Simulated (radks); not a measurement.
The tantalum anion Ta- inside a hard spherical wall (all orbitals vanish at R), configuration held at [Xe] 4f14 5d4 6s2 and not refilled when levels cross. Calculated with a radial shooting solver on a logarithmic mesh with Libxc functionals: scalar-relativistic Kohn-Sham, LDA (Slater exchange, VWN5 correlation), spin-unpolarised, spherical densities, finite nucleus; Fermi nuclear charge, rms radius 5.3507 fm. Eigenvalues in eV, with the zero of energy where the potential of the charges vanishes at infinity; a dash marks a level that is unbound or too diffuse for the functional's potential to be trusted. A positive occupied level is held by the wall or, in an anion where self-interaction has pushed it up, behind a barrier. The pressure on the wall is -dE/dV.

[
 {"R (bohr)": "20", "E (hartree)": "-15593.1296", "kinetic (hartree)": "17122.221", "e(5p)": "-33.377", "e(4f)": "-18.696", "e(6s)": "-0.573", "e(5d)": "1.850", "e(7s, empty)": "-", "e(6p, empty)": "-", "pressure (GPa)": "0.00159"},
 {"R (bohr)": "15", "E (hartree)": "-15593.1280", "kinetic (hartree)": "17122.217", "e(5p)": "-33.031", "e(4f)": "-18.347", "e(6s)": "-0.323", "e(5d)": "2.151", "e(7s, empty)": "2.828", "e(6p, empty)": "2.421", "pressure (GPa)": "0.00504"},
 {"R (bohr)": "8", "E (hartree)": "-15593.0963", "kinetic (hartree)": "17122.353", "e(5p)": "-31.305", "e(4f)": "-16.591", "e(6s)": "0.901", "e(5d)": "3.641", "e(7s, empty)": "9.262", "e(6p, empty)": "4.617", "pressure (GPa)": "0.826"},
 {"R (bohr)": "6", "E (hartree)": "-15592.9762", "kinetic (hartree)": "17122.840", "e(5p)": "-28.457", "e(4f)": "-13.636", "e(6s)": "3.292", "e(5d)": "6.137", "e(7s, empty)": "19.482", "e(6p, empty)": "8.242", "pressure (GPa)": "8.47"},
 {"R (bohr)": "4", "E (hartree)": "-15592.0823", "kinetic (hartree)": "17125.873", "e(5p)": "-19.441", "e(4f)": "-3.820", "e(6s)": "14.754", "e(5d)": "15.135", "e(7s, empty)": "60.466", "e(6p, empty)": "24.454", "pressure (GPa)": "170"},
 {"R (bohr)": "3", "E (hartree)": "-15589.4693", "kinetic (hartree)": "17134.689", "e(5p)": "-7.162", "e(4f)": "10.435", "e(6s)": "40.563", "e(5d)": "30.180", "e(7s, empty)": "136.48", "e(6p, empty)": "58.388", "pressure (GPa)": "1370"},
 {"R (bohr)": "2.5", "E (hartree)": "-15585.0744", "kinetic (hartree)": "17149.768", "e(5p)": "6.796", "e(4f)": "26.344", "e(6s)": "77.107", "e(5d)": "48.540", "e(7s, empty)": "228.51", "e(6p, empty)": "102.91", "pressure (GPa)": "5220"},
 {"R (bohr)": "1.5", "E (hartree)": "-15523.0928", "kinetic (hartree)": "17344.025", "e(5p)": "137.49", "e(4f)": "137.54", "e(6s)": "429.27", "e(5d)": "213.15", "e(7s, empty)": "946.72", "e(6p, empty)": "490.36", "pressure (GPa)": "199000"}
]
